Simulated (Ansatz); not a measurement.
Geometry optimisation, RKS B3LYP-D4/def2-SVP (Ansatz).

Input file:

```yaml
crystal:
  periodic: [false, false, false]
  atoms:
    - { symbol: Al, position_ang: [0.0, 0.0, 0.0] }
    - { symbol: Cl, position_ang: [0.0, 0.0, 2.58] }
    - { symbol: "N", position_ang: [1.6627, 0.0, -0.96] }
    - { symbol: H, position_ang: [2.1293, -0.9179, -1.2118] }
    - { symbol: H, position_ang: [2.1141, 0.9179, -1.2382] }
    - { symbol: "N", position_ang: [-1.6627, 0.0, -0.96] }
    - { symbol: H, position_ang: [-2.3316, -0.8164, -0.8614] }
    - { symbol: H, position_ang: [-1.9118, 0.8164, -1.5886] }
    - { symbol: H, position_ang: [0.0834, 1.7631, 0.5865] }
    - { symbol: H, position_ang: [0.071, 1.502, 1.5585] }
basis:
  gaussian: { orbitals: def2-SVP }
hamiltonian:
  xc: b3lyp
  dispersion: d4
relax:
  f_tol: 0.15
  max_steps: 25
  restrain:
    - { distance: [0, 8], at: 2.76, k: 30.0 }
    - { distance: [9, 1], at: 2.57, k: 30.0 }
    - { distance: [0, 1], at: 2.23, k: 30.0 }
    - { distance: [9, 8], at: 0.66, k: 30.0 }
```

Run as:

```bash
$ ansatz run input.yaml --threads 2 --pin off --max-ram 3072MiB --backend cpu --events-out ev --progress --plain --runs-dir out
```

**Question.** Where does it end, and by what steps?

**Answer.** The forces met the threshold. The restraints hold the end off the free minimum. After 14 steps the energy has fallen by 2.668 eV (the restraints' own energy left out); H5 moved furthest, 1.14 Å. Joined: H9–H10 (1.01 → 0.72 Å).

```
step  energy less start (eV)  largest force component (eV/Å)  accepted
   0                  0.0000                           2.435       yes
   1                 -0.5643                           1.972       yes
   2                 -0.8718                           3.141       yes
   3                 -1.5692                           2.961       yes
   4                 -2.2319                           1.414       yes
   5                 -2.4171                           0.971       yes
   6                 -2.4881                           1.051       yes
   7                 -2.4991                           1.161       yes
   8                 -2.5394                           1.285       yes
   9                 -2.5672                           1.279       yes
  10                 -2.6048                           1.252       yes
  11                 -2.6381                           1.309       yes
  12                 -2.6586                           1.361       yes
  13                 -2.6318                           1.779        no
  14                 -2.6678                           1.296       yes
```

```xyz
10
Properties=species:S:1:pos:R:3
Al -0.032 -0.142 -0.048
Cl -0.085 -0.411 2.132
N 1.528 0.044 -0.855
H 1.694 -0.171 -1.831
H 2.401 0.225 -0.375
N -1.574 -0.246 -0.902
H -2.455 -0.488 -0.460
H -1.715 -0.051 -1.888
H 0.275 2.471 0.790
H 0.116 2.035 1.342
```

Time of the run: 32 s on 2 threads of Arm Neoverse V2 (shared host), peak memory 0.19 GiB.
